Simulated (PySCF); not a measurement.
C3H11BO2Si (SMILES C[Si](C)(C)OBO), singlet, at a GFN2-xTB geometry, with bond 12-7 at 1.8 times its length; PySCF with SA2-CASSCF(2,4)/STO-3G.

Here is a job for PySCF.
```python
from pyscf import gto, scf, mcscf
import numpy

mol = gto.M(
    atom='''
B    -1.37983536    1.65900024    0.48705824
H    -2.46010678    1.85804768    0.89777399
O    -0.63750069    2.73315278    0.17342390
H     0.23942302    2.53302195   -0.15974763
O    -0.94536066    0.39974815    0.35211909
Si    0.23373793   -0.64110616   -0.07313932
C     0.71447820   -1.59103967    1.50512811
C    -0.51309542   -1.78482594   -1.39866250
C     1.76754371    0.26283809   -0.78088881
H     1.44608491   -2.36353888    1.29087014
H    -0.15136180   -2.07251805    1.94987748
H     1.48336993   -0.40729465    2.85869614
H    -1.41474690   -2.26834099   -1.03464666
H     0.18633701   -2.56463974   -1.68259742
H    -0.77910071   -1.23824473   -2.29908413
H     2.21903169    0.92582160   -0.04598650
H     1.51342166    0.85936251   -1.65433893
H     2.53555519   -0.44012523   -1.08837598
''',
    basis='sto-3g',
    verbose=4,
)

mf = scf.RHF(mol)
mf.kernel()
mc = mcscf.CASSCF(mf, 4, 2)
mc.fix_spin_(ss=0.0)
mc = mc.state_average_([0.5, 0.5])
mc.kernel()
```

Problem. What does PySCF print? Leave out banner, timings and long lists.

Solution. 
```
PySCF version 2.14.0

[INPUT] verbose = 4
[INPUT] num. atoms = 18
[INPUT] num. electrons = 64
[INPUT] charge = 0
[INPUT] spin (= nelec alpha-beta = 2S) = 0
[INPUT] symmetry False subgroup None
[INPUT] Mole.unit = angstrom
[INPUT] Symbol           X                Y                Z      unit          X                Y                Z       unit  Magmom
[INPUT]  1 B     -1.379835360000   1.659000240000   0.487058240000 AA   -2.607510927391   3.135056094188   0.920406680313 Bohr   0.0
[INPUT]  2 H     -2.460106780000   1.858047680000   0.897773990000 AA   -4.648928051386   3.511201241584   1.696546962858 Bohr   0.0
[INPUT]  3 O     -0.637500690000   2.733152780000   0.173423900000 AA   -1.204701708321   5.164910210794   0.327723674454 Bohr   0.0
[INPUT]  4 H      0.239423020000   2.533021950000  -0.159747630000 AA    0.452443935716   4.786717753012  -0.301879269748 Bohr   0.0
[INPUT]  5 O     -0.945360660000   0.399748150000   0.352119090000 AA   -1.786472736338   0.755414522302   0.665408643331 Bohr   0.0
[INPUT]  6 Si     0.233737930000  -0.641106160000  -0.073139320000 AA    0.441700672623  -1.211515059172  -0.138213283737 Bohr   0.0
[INPUT]  7 C      0.714478200000  -1.591039670000   1.505128110000 AA    1.350168119972  -3.006629229618   2.844279910284 Bohr   0.0
[INPUT]  8 C     -0.513095420000  -1.784825940000  -1.398662500000 AA   -0.969609819569  -3.372832206619  -2.643089065699 Bohr   0.0
[INPUT]  9 C      1.767543710000   0.262838090000  -0.780888810000 AA    3.340173525098   0.496692005204  -1.475665984638 Bohr   0.0
[INPUT] 10 H      1.446084910000  -2.363538880000   1.290870140000 AA    2.732704432766  -4.466441167961   2.439391026979 Bohr   0.0
[INPUT] 11 H     -0.151361800000  -2.072518050000   1.949877480000 AA   -0.286032347721  -3.916491502718   3.684734413657 Bohr   0.0
[INPUT] 12 H      1.483369930000  -0.407294650000   2.858696140000 AA    2.803162909115  -0.769675340501   5.402152777951 Bohr   0.0
[INPUT] 13 H     -1.414746900000  -2.268340990000  -1.034646660000 AA   -2.673484176577  -4.286543228225  -1.955198823096 Bohr   0.0
[INPUT] 14 H      0.186337010000  -2.564639740000  -1.682597420000 AA    0.352125915770  -4.846466716776  -3.179648301700 Bohr   0.0
[INPUT] 15 H     -0.779100710000  -1.238244730000  -2.299084130000 AA   -1.472286965354  -2.339943414886  -4.344639343034 Bohr   0.0
[INPUT] 16 H      2.219031690000   0.925821600000  -0.045986500000 AA    4.193362155831   1.749549264207  -0.086901890427 Bohr   0.0
[INPUT] 17 H      1.513421660000   0.859362510000  -1.654338930000 AA    2.859952448385   1.623959785619  -3.126247494906 Bohr   0.0
[INPUT] 18 H      2.535555190000  -0.440125230000  -1.088375980000 AA    4.791504882820  -0.831716145211  -2.056732522755 Bohr   0.0

nuclear repulsion = 379.669530496671
number of shells = 34
number of NR pGTOs = 150
number of NR cGTOs = 50
basis = sto-3g
ecp = {}

******** <class 'pyscf.scf.hf.RHF'> ********
method = RHF
initial guess = minao
damping factor = 0
level_shift factor = 0
DIIS = <class 'pyscf.scf.diis.CDIIS'>
diis_start_cycle = 1
diis_space = 8
diis_damp = 0
SCF conv_tol = 1e-09
SCF conv_tol_grad = None
SCF max_cycles = 50
direct_scf = True
direct_scf_tol = 1e-13
Set gradient conv threshold to 3.16228e-05
Initial guess from minao.
init E= -576.871482443308
  HOMO = -0.262602911397359  LUMO = 0.00996060714222524  gap/eV = 7.41683
cycle= 1 E= -576.137618862854  delta_E= 0.734  |g|= 0.579  |ddm|= 4.84
  HOMO = -0.226819888210505  LUMO = 0.212390400191514  gap/eV = 11.95152
cycle= 2 E= -576.252908940447  delta_E= -0.115  |g|= 0.172  |ddm|= 0.98
  HOMO = -0.290308650213177  LUMO = 0.21114896639733  gap/eV = 13.64536
cycle= 3 E= -576.261967789361  delta_E= -0.00906  |g|= 0.0354  |ddm|= 0.241
  HOMO = -0.293702491051466  LUMO = 0.209622966755836  gap/eV = 13.69618
cycle= 4 E= -576.26254892624  delta_E= -0.000581  |g|= 0.00914  |ddm|= 0.0734
  HOMO = -0.29371263151376  LUMO = 0.210283887109232  gap/eV = 13.71444
cycle= 5 E= -576.262580903409  delta_E= -3.2e-05  |g|= 0.00159  |ddm|= 0.0155
  HOMO = -0.293758805173829  LUMO = 0.21031811247408  gap/eV = 13.71663
cycle= 6 E= -576.262582834198  delta_E= -1.93e-06  |g|= 0.000615  |ddm|= 0.0039
  HOMO = -0.293703964085689  LUMO = 0.210450281716336  gap/eV = 13.71874
cycle= 7 E= -576.262583124194  delta_E= -2.9e-07  |g|= 0.000239  |ddm|= 0.00143
  HOMO = -0.293748967299944  LUMO = 0.21043050701184  gap/eV = 13.71942
cycle= 8 E= -576.262583178454  delta_E= -5.43e-08  |g|= 5.48e-05  |ddm|= 0.000683
  HOMO = -0.293753634571021  LUMO = 0.210431838999305  gap/eV = 13.71959
cycle= 9 E= -576.262583181877  delta_E= -3.42e-09  |g|= 1.04e-05  |ddm|= 0.000183
  HOMO = -0.293754650523795  LUMO = 0.210431327096138  gap/eV = 13.71960
cycle= 10 E= -576.262583181973  delta_E= -9.66e-11  |g|= 2.43e-06  |ddm|= 3.01e-05
  HOMO = -0.293754659911631  LUMO = 0.210431332868413  gap/eV = 13.71960
Extra cycle  E= -576.262583181977  delta_E= -3.18e-12  |g|= 8.68e-07  |ddm|= 4.65e-06
converged SCF energy = -576.262583181977

******** <class 'pyscf.mcscf.addons.StateAverageCASSCF'> ********
CAS (1e+1e, 4o), ncore = 31, nvir = 15
max_cycle_macro = 50
max_cycle_micro = 4
conv_tol = 1e-07
conv_tol_grad = None
orbital rotation max_stepsize = 0.02
orbital rotation threshold for CI restart = 0.01
augmented hessian ah_max_cycle = 30
augmented hessian ah_conv_tol = 1e-12
augmented hessian ah_linear dependence = 1e-14
augmented hessian ah_level shift = 1e-08
augmented hessian ah_start_tol = 2.5
augmented hessian ah_start_cycle = 3
augmented hessian ah_grad_trust_region = 3
kf_trust_region = 3
kf_interval = 4
ci_response_space = 4
ci_grad_trust_region = 3
with_dep4 0
natorb = False
canonicalization = True
sorting_mo_energy = False
ao2mo_level = 2
internal_rotation = False
******** <class 'pyscf.mcscf.addons.StateAverageSpinPenaltyFCISolver'> ********
max. cycles = 50
conv_tol = 1e-08
davidson only = True
linear dependence = 1e-12
level shift = 0.001
max iter space = 12
nroots = 2
pspace_size = 400
spin = None
State-average over 2 states with weights [0.5, 0.5]
CASCI E = -576.095066363447  S^2 = 0.0000000
Set conv_tol_grad to 0.000316228
macro iter   1 ( 21 JK    4 micro), CASSCF E = -576.113222241886  dE = -1.81558784e-02  S^2 = 0.0000000
               |grad[o]|=0.0505  |ddm|=0.186  |maxRot[o]|= 0.31
macro iter   2 ( 21 JK    4 micro), CASSCF E = -576.124511963174  dE = -1.12897213e-02  S^2 = 0.0000000
               |grad[o]|=0.0361  |ddm|=0.105  |maxRot[o]|= 0.29
macro iter   3 ( 21 JK    4 micro), CASSCF E = -576.129271095244  dE = -4.75913207e-03  S^2 = 0.0000000
               |grad[o]|=0.0174  |ddm|=0.0418  |maxRot[o]|=0.291
macro iter   4 ( 21 JK    4 micro), CASSCF E = -576.131023679665  dE = -1.75258442e-03  S^2 = 0.0000000
               |grad[o]|=0.011  |ddm|=0.0305  |maxRot[o]|= 0.31
macro iter   5 ( 17 JK    4 micro), CASSCF E = -576.131588217917  dE = -5.64538252e-04  S^2 = 0.0000000
               |grad[o]|=0.00567  |ddm|=0.0271  |maxRot[o]|=0.221
macro iter   6 ( 13 JK    4 micro), CASSCF E = -576.131639681633  dE = -5.14637152e-05  S^2 = 0.0000000
               |grad[o]|=0.00152  |ddm|=0.00959  |maxRot[o]|=0.128
macro iter   7 (  8 JK    3 micro), CASSCF E = -576.131641776941  dE = -2.09530845e-06  S^2 = 0.0000000
               |grad[o]|=0.000257  |ddm|=0.00173  |maxRot[o]|=0.0424
macro iter   8 (  3 JK    1 micro), CASSCF E = -576.131641858984  dE = -8.20425612e-08  S^2 = 0.0000000
               |grad[o]|=6.53e-05  |ddm|=0.000203  |maxRot[o]|=0.0055
1-step CASSCF converged in   8 macro (125 JK  28 micro) steps
CASSCF canonicalization
Density matrix diagonal elements [1.47348317e+00 5.16238160e-01 9.49333553e-04 9.32933688e-03]
CASSCF energy = -576.131641858984
CASCI E = -576.131641858984  E(CI) = -0.963714453112289  S^2 = 0.0000000
CASCI state-averaged energy = -576.131641858984
CASCI energy for each state
  State 0 weight 0.5  E = -576.262036896109 S^2 = 0.0000000
  State 1 weight 0.5  E = -576.001246821858 S^2 = 0.0000000
```
